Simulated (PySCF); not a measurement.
CH7B2Ge, B2GeH5, B2GeH6, CH6B2Ge (calculated)

Calculation on a computer-drawn molecule: the log of a Hartree-Fock and frozen-core CCSD(T) single point meant for a local Hartree-Fock minimum, with one planted fault or none, to be diagnosed. Offsets are logged minus clean, where the clean run is the same molecule without the fault. The reference is restricted for singlets and unrestricted otherwise, and also for a bond in bohr or an excited solution. Adding or removing an electron swaps singlet and doublet. The excited solution moves the top pair (singlet) or top alpha electron (doublet) to the lowest empty orbital. Highest occupied and lowest empty are orbital energies over both spins, largest force is the largest gradient component, triples share is (T) over the correlation energy, the T1 limit is 0.02 restricted and 0.045 unrestricted, electrons count all cores, a negative frequency is imaginary (commonest isotopes), and the dipole is about the centre of nuclear charge; on germanium a core potential holds 10 electrons, which the energies leave out, and 3d is frozen in MP2 and coupled-cluster steps. Program: PySCF 2.14.0.

Common to all runs: meant multiplicity 1; meant basis cc-pVDZ; meant basis and core potential on germanium cc-pVDZ-PP ECP10MDF; logged SCF converged yes; logged CC converged yes; logged SCF stable within its kind yes; possible faults no fault, one electron removed, one electron added, multiplicity raised by two, geometry at a saddle point, SCF held on an excited solution, minimal basis STO-3G, one bond length entered in bohr, all coordinates scaled.

(1) CH7B2Ge

Logged structure:
```xyz
11
CH7B2Ge
B     -2.9311     1.0219    -1.8333
B     -2.1096    -0.0967    -0.8224
C     -1.3643    -1.0193     0.0138
Ge     0.6912    -0.6744    -0.2380
H     -3.2224     2.0830    -1.3818
H     -3.1823     0.6965    -2.9494
H     -1.5112    -2.0663    -0.2722
H     -1.5461    -0.8659     1.0829
H      0.9294     0.7628     0.1912
H      0.9788    -0.9150    -1.7097
H      1.2823    -1.7117     0.6929
```

| Item | Value |
| --- | --- |
| meant charge | 1 |
| logged electrons | 53 |
| logged basis functions | 100 |
| logged spin squared | 0.7659 |
| logged highest occupied | -23.096 eV |
| logged lowest empty | -14.186 eV |
| logged largest force | 0.099706 hartree/bohr |
| logged T1 diagnostic | 0.021385 |
| logged D1 diagnostic | 0.10183 |
| logged triples share | 0.02613 |
| logged dipole magnitude | 7.2893 debye |
| logged energy HF | -383.80752 hartree |
| logged energy CCSD(T) | -384.21743 hartree |
| planted fault | one electron removed |
| HF energy offset from clean run | 357.6 kcal/mol |
| CCSD(T) energy offset from clean run | 380.7 kcal/mol |

Drawn bonds:
```tsv
atom	other atom	order
1	2	1
2	3	1
3	4	1
1	5	1
1	6	1
3	7	1
3	8	1
4	9	1
4	10	1
4	11	1
```

(2) CH7B2Ge

Structure as in entry 1.

| Item | Value |
| --- | --- |
| meant charge | 1 |
| logged electrons | 55 |
| logged basis functions | 100 |
| logged spin squared | 0.7573 |
| logged highest occupied | -6.8476 eV |
| logged lowest empty | 1.9187 eV |
| logged largest force | 0.062585 hartree/bohr |
| logged T1 diagnostic | 0.013907 |
| logged D1 diagnostic | 0.043319 |
| logged triples share | 0.029521 |
| logged dipole magnitude | 3.5873 debye |
| logged energy HF | -384.59706 hartree |
| logged energy CCSD(T) | -385.06488 hartree |
| planted fault | one electron added |
| HF energy offset from clean run | -137.9 kcal/mol |
| CCSD(T) energy offset from clean run | -151.1 kcal/mol |

Drawn bonds:
```tsv
atom	other atom	order
1	2	1
2	3	1
3	4	1
1	5	1
1	6	1
3	7	1
3	8	1
4	9	1
4	10	1
4	11	1
```

(3) B2GeH5

Logged structure:
```xyz
8
B2GeH5
B     -1.1102     1.9936    -1.8924
B      0.0198     2.4564    -0.5749
Ge     1.6968     1.2169     0.1441
H     -2.1796     1.3583    -1.6158
H     -0.8406     2.3095    -3.0972
H     -0.0542     3.5585     0.0646
H      3.1926     1.3082    -0.4670
H      1.5550     0.1468     1.3500
```

| Item | Value |
| --- | --- |
| meant charge | 1 |
| logged electrons | 46 |
| logged basis functions | 76 |
| logged spin squared | 0 |
| logged highest occupied | -16.255 eV |
| logged lowest empty | -5.672 eV |
| logged largest force | 0.032703 hartree/bohr |
| logged T1 diagnostic | 0.015998 |
| logged D1 diagnostic | 0.035336 |
| logged triples share | 0.02663 |
| logged dipole magnitude | 0.51456 debye |
| logged energy HF | -345.30184 hartree |
| logged energy CCSD(T) | -345.59419 hartree |
| planted fault | all coordinates scaled, by +6.6 % |
| HF energy offset from clean run | 13.32 kcal/mol |
| CCSD(T) energy offset from clean run | 10.16 kcal/mol |

Drawn bonds:
```tsv
atom	other atom	order
1	2	1
2	3	1
1	4	1
1	5	1
2	6	1
3	7	1
3	8	1
```

(4) B2GeH6

Logged structure:
```xyz
9
B2GeH6
B      1.8170     0.7883    -0.7133
B      1.4989     2.4113    -0.9341
Ge     0.6007     3.5950     0.5467
H      1.0026    -0.0541    -0.9878
H      2.8572     0.4115    -0.2396
H      1.7676     2.9845    -1.9561
H      1.5197     4.7751     0.8972
H     -0.7228     4.1664     0.0153
H      0.2941     2.8387     1.8477
```

| Quantity | Value |
| --- | --- |
| meant charge | 0 |
| logged electrons | 49 |
| logged basis functions | 81 |
| logged spin squared | 0.7622 |
| logged highest occupied | -0.54074 eV |
| logged lowest empty | 7.1228 eV |
| logged largest force | 0.030086 hartree/bohr |
| logged T1 diagnostic | 0.0142 |
| logged D1 diagnostic | 0.04553 |
| logged triples share | 0.026752 |
| logged dipole magnitude | 4.1093 debye |
| logged energy HF | -346.15409 hartree |
| logged energy CCSD(T) | -346.50228 hartree |
| planted fault | one electron added |
| HF energy offset from clean run | 13.86 kcal/mol |
| CCSD(T) energy offset from clean run | 0.6625 kcal/mol |

Drawn bonds:
```tsv
atom	other atom	order
1	2	1
2	3	1
1	4	1
1	5	1
2	6	1
3	7	1
3	8	1
3	9	1
```

(5) CH6B2Ge

Logged structure:
```xyz
10
CH6B2Ge
B     -0.9805     0.1297     2.6608
B     -0.3892    -0.6122     1.2823
Ge    -1.2328    -0.4365    -0.5891
C     -0.5242    -1.2646    -1.9891
H     -0.6175     1.2295     2.9859
H     -1.7952    -0.4090     3.3630
H      0.5894    -1.3080     1.3115
H     -2.4842     0.4063    -0.8213
H      0.3643    -1.8760    -1.8816
H     -0.9363    -1.1983    -2.9892
```

| Quantity | Value |
| --- | --- |
| meant charge | 0 |
| logged electrons | 55 |
| logged basis functions | 95 |
| logged spin squared | 0.9487 |
| logged highest occupied | -0.95056 eV |
| logged lowest empty | 6.7241 eV |
| logged largest force | 0.062446 hartree/bohr |
| logged T1 diagnostic | 0.031499 |
| logged D1 diagnostic | 0.14452 |
| logged triples share | 0.033985 |
| logged dipole magnitude | 3.0984 debye |
| logged energy HF | -384.00306 hartree |
| logged energy CCSD(T) | -384.48193 hartree |
| planted fault | ? |

Drawn bonds:
```tsv
atom	other atom	order
1	2	1
2	3	1
3	4	2
1	5	1
1	6	1
2	7	1
3	8	1
4	9	1
4	10	1
```

## Withheld values
1. Which fault was planted in the run of CH6B2Ge (entry 5)?

## Answers
1. one electron added

Further results for CH6B2Ge (entry 5):

| Item | Value |
| --- | --- |
| HF energy offset from clean run | -3.668 kcal/mol |
| CCSD(T) energy offset from clean run | -9.642 kcal/mol |
